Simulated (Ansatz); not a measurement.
Geometry optimisation, RHF/def2-SVP in Ansatz.

Input:

```yaml
crystal:
  periodic: [false, false, false]
  atoms:
    - { symbol: "N", position_ang: [-0.51779, 1.11798, -0.94255] }
    - { symbol: B, position_ang: [0.18527, -0.25072, -0.61105] }
    - { symbol: F, position_ang: [0.57567, -0.80562, -1.70713] }
    - { symbol: Si, position_ang: [0.422, -0.9886, 1.26494] }
    - { symbol: H, position_ang: [-0.02848, 1.90297, -0.4988] }
    - { symbol: H, position_ang: [-1.48363, 1.13483, -0.59671] }
    - { symbol: H, position_ang: [-0.53587, 1.28201, -1.95866] }
    - { symbol: H, position_ang: [-0.30478, -2.24964, 1.3524] }
    - { symbol: H, position_ang: [-0.16039, 0.00287, 2.17425] }
    - { symbol: H, position_ang: [1.848, -1.14609, 1.52332] }
total_charge: 1
basis:
  gaussian: { orbitals: def2-SVP }
hamiltonian:
  xc: hf
relax:
  f_tol: 0.015
  max_steps: 40
output:
  orbitals: {}
```

Command:

```bash
$ ansatz run input.yaml --threads 1 --pin off --max-ram 2048MiB --backend cpu --events-out ev --progress --plain --runs-dir out
```

Question: Where does it end, and by what steps?

Answer: The run converged. Limits of this set-up: the dipole of an ion depends on the origin. After 4 steps the energy has fallen by 0.034 eV; H9 moved furthest, 0.04 Å.

```json
{"step": "0", "energy less start (eV)": "0.0000", "largest force component (eV/Å)": "0.564", "accepted": "yes"}
{"step": "1", "energy less start (eV)": "-0.0314", "largest force component (eV/Å)": "0.154", "accepted": "yes"}
{"step": "2", "energy less start (eV)": "-0.0336", "largest force component (eV/Å)": "0.059", "accepted": "yes"}
{"step": "3", "energy less start (eV)": "-0.0338", "largest force component (eV/Å)": "0.032", "accepted": "yes"}
{"step": "4", "energy less start (eV)": "-0.0338", "largest force component (eV/Å)": "0.010", "accepted": "yes"}
```

```xyz
10
Properties=species:S:1:pos:R:3
N -0.518 1.120 -0.956
B 0.188 -0.252 -0.621
F 0.582 -0.815 -1.711
Si 0.419 -0.990 1.299
H -0.041 1.900 -0.512
H -1.473 1.143 -0.607
H -0.544 1.298 -1.957
H -0.315 -2.268 1.339
H -0.167 0.010 2.217
H 1.869 -1.147 1.509
```

Time of the run: 13 s on 1 thread of Intel(R) Xeon(R) Platinum 8259CL CPU @ 2.50GHz (Skylake/Cascade Lake), with other jobs on the host, peak memory 0.17 GiB.
